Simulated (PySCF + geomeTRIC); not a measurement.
Level of theory: M06-2X/def2-TZVP in PySCF + geomeTRIC. fastk is a local helper that only speeds up exchange builds. No frequencies were computed at this level.

```python
import json, numpy as np
from pyscf import gto, dft
from fastk import lowrank_exchange
atoms = """
B      1.243282     0.009639     0.044932
Ge    -0.750223     0.017898    -0.039890
H      1.837828    -0.987403    -0.076015
H      1.851074     0.985346     0.244476
H     -1.385306    -0.457292     1.231010
H     -1.426831     1.331377    -0.274853
H     -1.372428    -0.882573    -1.060494
"""
def scf(charge, spin, dm0=None):
    mol = gto.M(atom=atoms, basis='def2-tzvp', ecp={}, charge=charge, spin=spin, verbose=3, max_memory=3780)
    mf = dft.KS(mol, xc='m062x').density_fit(auxbasis="def2-universal-jkfit")
    mf.grids.level = 4
    mf.conv_tol = 1e-8
    mf.max_cycle = 60
    mf.kernel(dm0)
    if not mf.converged:
        mf = mf.newton().run(mf.mo_coeff, mf.mo_occ).undo_soscf()
    return mf
mf = scf(0, 0)
from pyscf.geomopt.geometric_solver import kernel as optimize
path = []
done, mol = optimize(mf, maxsteps=80, assert_convergence=False, callback=lambda env: path.append((env["energy"], bool(env["g_scanner"].converged))))
res = dict(converged=bool(done and path[-1][1]), energy=path[-1][0], path=[e for e, c in path], xyz=mol.atom_coords(unit="Angstrom").tolist(), nao=mol.nao)
json.dump(res, open("result.json", "w"))
```

Output:

```
converged SCF energy = -2104.78391460105
Geometry optimization cycle 1
converged SCF energy = -2104.78391460106
cycle 1: E = -2104.7839146  dE = -2104.78  norm(grad) = 0.0424021
Geometry optimization cycle 2
converged SCF energy = -2104.7901453027
cycle 2: E = -2104.7901453  dE = -0.0062307  norm(grad) = 0.0129783
Geometry optimization cycle 3
converged SCF energy = -2104.79054237205
cycle 3: E = -2104.79054237  dE = -0.000397069  norm(grad) = 0.00456671
Geometry optimization cycle 4
converged SCF energy = -2104.79060681564
cycle 4: E = -2104.79060682  dE = -6.44436e-05  norm(grad) = 0.0004917
Geometry optimization cycle 5
converged SCF energy = -2104.79060808064
cycle 5: E = -2104.79060808  dE = -1.265e-06  norm(grad) = 0.000195485
Geometry optimization cycle 6
converged SCF energy = -2104.7906084034
cycle 6: E = -2104.7906084  dE = -3.22761e-07  norm(grad) = 0.00010307
<class 'geometric.internal.Distance'> : 6
<class 'geometric.internal.Angle'> : 8
<class 'geometric.internal.OutOfPlane'> : 1
<class 'geometric.internal.Dihedral'> : 6
<class 'geometric.internal.TranslationX'> : 1
<class 'geometric.internal.TranslationY'> : 1
<class 'geometric.internal.TranslationZ'> : 1
<class 'geometric.internal.RotationA'> : 1
<class 'geometric.internal.RotationB'> : 1
<class 'geometric.internal.RotationC'> : 1
Step    0 : Gradient = 1.603e-02/2.143e-02 (rms/max) Energy = -2104.7839146011
Step    1 : Displace = 6.379e-02/8.833e-02 (rms/max) Trust = 1.000e-01 (=) Grad = 4.905e-03/1.073e-02 (rms/max) E (change) = -2104.7901453027 (-6.231e-03) Quality = 0.943
Step    2 : Displace = 1.640e-02/2.272e-02 (rms/max) Trust = 1.414e-01 (+) Grad = 1.726e-03/3.708e-03 (rms/max) E (change) = -2104.7905423721 (-3.971e-04) Quality = 1.362
Step    3 : Displace = 1.031e-02/1.575e-02 (rms/max) Trust = 2.000e-01 (+) Grad = 1.858e-04/3.714e-04 (rms/max) E (change) = -2104.7906068156 (-6.444e-05) Quality = 0.936
Step    4 : Displace = 1.738e-03/3.125e-03 (rms/max) Trust = 2.828e-01 (+) Grad = 7.389e-05/1.132e-04 (rms/max) E (change) = -2104.7906080806 (-1.265e-06) Quality = 0.983
Step    5 : Displace = 7.053e-04/9.704e-04 (rms/max) Trust = 3.000e-01 (+) Grad = 3.896e-05/6.240e-05 (rms/max) E (change) = -2104.7906084034 (-3.228e-07) Quality = 1.574
Converged! =D
```

Cost: roughly 40 core-seconds.
